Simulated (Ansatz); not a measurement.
The pair A = C2H2 (SMILES C#C) (first 4 atoms), B = H4OSi (SMILES O[SiH3]); geometry from B3LYP-D3(BJ)/def2-TZVP.
(charge 0, multiplicity 1):
```xyz
10

C      0.13516     0.80274     0.53672
C      0.22527    -0.38890     0.45588
H      0.05846     1.86120     0.60605
H      0.30894    -1.44646     0.38109
O     -1.08684    -0.08232     3.46669
Si     0.20468    -0.02885     4.48981
H     -0.89740    -0.01015     2.52316
H      1.15983    -1.13719     4.23434
H     -0.34313    -0.15380     5.85591
H      0.95316     1.24847     4.36967
```

Correlated levels freeze the cores. MP2 and its Hartree–Fock in aug-cc-pV(T+d)Z are density fitted.

Run with Ansatz (Gaussian basis) for Hartree–Fock, density functionals and correlated methods. 

The counterpoise-corrected interaction energy is E(AB) − E(A in the pair's basis) − E(B in the pair's basis). Total energies (hartree):

```tsv
level	AB	A in the pair's basis	B in the pair's basis
HF/aug-cc-pV(D+d)Z	-443.0064053	-76.8288686	-366.1759129
MP2/aug-cc-pV(D+d)Z	-443.5899116	-77.0918641	-366.4933217
HF/aug-cc-pV(T+d)Z	-443.0657758	-76.8506283	-366.2133241
MP2/aug-cc-pV(T+d)Z	-443.7686203	-77.1641107	-366.5988605
CCSD(T)/aug-cc-pV(D+d)Z	-443.6546047	-77.1203252	-366.5298805
```

Question: Work out the counterpoise-corrected interaction energy at the basis-set limit: extrapolate the MP2 correlation part as X⁻³, take Hartree–Fock from the larger set, and add the CCSD(T) − MP2 difference of aug-cc-pV(D+d)Z.

Answer: 
1. Differences (1 hartree = 627.509 kcal/mol): HF/aug-cc-pV(D+d)Z -1.019; MP2/aug-cc-pV(D+d)Z -2.965; HF/aug-cc-pV(T+d)Z -1.144; MP2/aug-cc-pV(T+d)Z -3.545; CCSD(T)/aug-cc-pV(D+d)Z -2.760.
2. Correlation parts, MP2 less HF: -1.947 in aug-cc-pV(D+d)Z (X = 2), -2.401 in aug-cc-pV(T+d)Z (X = 3).
3. Limit (3³·(-2.401) − 2³·(-1.947))/(3³ − 2³) = -2.592; with HF/aug-cc-pV(T+d)Z it gives -3.736.
4. CCSD(T) less MP2 in aug-cc-pV(D+d)Z: 0.205.
Result: -3.53 kcal/mol, against -2.97 at MP2/aug-cc-pV(D+d)Z. It is an estimate of this method's limit, not of the exact value.

Ansatz is a quantum-chemistry and plane-wave program.
